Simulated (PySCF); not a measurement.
State search for InTe

Unrestricted PBE0; In cc-pVDZ-PP with ECP28, Te cc-pVDZ-PP with ECP28; scalar-relativistic core potentials (PySCF 2.14). Outer shells of the fragments: In 4d10 5s2 5p1; Te 4d10 5s2 5p4.

Followed along the bond (rough minima from three points):

| 2Ms+1 | unpaired | ⟨S²⟩ at the start | R at minimum (Å) | Te (eV) |
| --- | --- | --- | --- | --- |
| 2 | π ↑ | 0.75 | 2.87 | 0.00 |
| 2 | σ ↑ | 0.76 | 2.62 | 0.10 |
| 4 | σ ↑, π ↑↑ | 3.76 | 2.93 | 2.31 |

Solutions found at the starting distance of 2.710 Å, counted from the lowest of them; the search is not exhaustive and high or unbound solutions are not listed, so other states can lie among these:

```json
{"2Ms+1": "2", "unpaired": "π ↑", "term": "²Π", "E (eV)": "0.00", "⟨S²⟩": "0.75", "⟨Lz²⟩": "1.01", "μ (D)": "-1.82"}
{"2Ms+1": "2", "unpaired": "σ ↑", "term": "²Σ⁺", "E (eV)": "0.06", "⟨S²⟩": "0.76", "⟨Lz²⟩": "0.00", "μ (D)": "-3.88"}
{"2Ms+1": "4", "unpaired": "σ ↑, π ↑↑", "term": "mixed", "E (eV)": "2.32", "⟨S²⟩": "3.76", "⟨Lz²⟩": "2.01", "μ (D)": "0.18"}
{"2Ms+1": "4", "unpaired": "σ ↑, π ↑↑", "term": "mixed", "E (eV)": "2.50", "⟨S²⟩": "3.76", "⟨Lz²⟩": "2.01", "μ (D)": "0.09"}
{"2Ms+1": "2", "unpaired": "σ ↑, π ↑↓", "term": "mixed", "E (eV)": "2.70", "⟨S²⟩": "1.76", "⟨Lz²⟩": "2.01", "μ (D)": "-0.08"}
{"2Ms+1": "2", "unpaired": "σ ↓, π ↑↑", "term": "mixed", "E (eV)": "2.80", "⟨S²⟩": "1.77", "⟨Lz²⟩": "2.01", "μ (D)": "0.46"}
{"2Ms+1": "2", "unpaired": "σ ↑, π ↑↓", "term": "mixed", "E (eV)": "2.81", "⟨S²⟩": "1.76", "⟨Lz²⟩": "2.01", "μ (D)": "0.46"}
{"2Ms+1": "4", "unpaired": "π ↑↑↑", "term": "⁴Π", "E (eV)": "3.27", "⟨S²⟩": "3.76", "⟨Lz²⟩": "1.00", "μ (D)": "4.00"}
{"2Ms+1": "2", "unpaired": "π ↑", "term": "²Π", "E (eV)": "3.34", "⟨S²⟩": "0.78", "⟨Lz²⟩": "1.01", "μ (D)": "-2.38"}
{"2Ms+1": "4", "unpaired": "σ ↑↑, π ↑", "term": "⁴Π", "E (eV)": "4.36", "⟨S²⟩": "3.75", "⟨Lz²⟩": "1.01", "μ (D)": "0.83"}
{"2Ms+1": "4", "unpaired": "σ ↑, π ↑↑", "term": "⁴Σ⁻", "E (eV)": "5.19", "⟨S²⟩": "3.75", "⟨Lz²⟩": "0.00", "μ (D)": "4.22"}
```

A term symbol is given only where ⟨S²⟩ and ⟨Lz²⟩ are close to those of a pure state; real π, δ and φ orbitals otherwise mix terms. A positive dipole means In(−)Te(+).

Spin–orbit coupling is left out. Counting both spins, an empty level lies below a filled one in some of these solutions, because spin and occupation are held.
